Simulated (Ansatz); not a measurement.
C2H4GaN. Charge 0, multiplicity 1. The bonds changed during the relaxation, so this is another structure than the one it started from. All single points use the PBE0-D4/def2-TZVP geometry. It is one conformer, not always the lowest.

```xyz
8

N    -0.314    1.025    0.812
C    -0.348    0.038   -0.124
C     0.640   -0.856   -0.334
Ga   -1.668   -0.716   -1.479
H     0.558    1.264    1.260
H    -0.979    1.774    0.756
H     1.594   -0.883    0.193
H     0.518   -1.645   -1.084
```

(1) What is the dipole moment at B3LYP/def2-TZVPP? (An estimate is asked.)

(2) And with PBE, r2SCAN, ωB97M-V? (Estimate.)

(3) Give the Mulliken charges with B3LYP, ωB97M-V, r2SCAN in def2-TZVPP. (An estimate is asked.)

Results:

(1) Ansatz gave: 2.00 D, with components (0.01, 1.82, 0.83) D in this frame, pointing from negative to positive charge.

(2) Computed: PBE 2.14 D, r2SCAN 2.18 D, ωB97M-V 1.99 D.

(3) Ansatz gave: 
```csv
atom,B3LYP,ωB97M-V,r2SCAN
N1,-0.31,-0.27,-0.36
C2,0.04,0.01,0.02
C3,-0.30,-0.28,-0.25
Ga4,0.14,0.17,0.15
H5,0.14,0.11,0.15
H6,0.16,0.13,0.18
H7,0.07,0.08,0.05
H8,0.06,0.06,0.06
```

B3LYP here is the variant with VWN-RPA as its local correlation; programs differ in this.
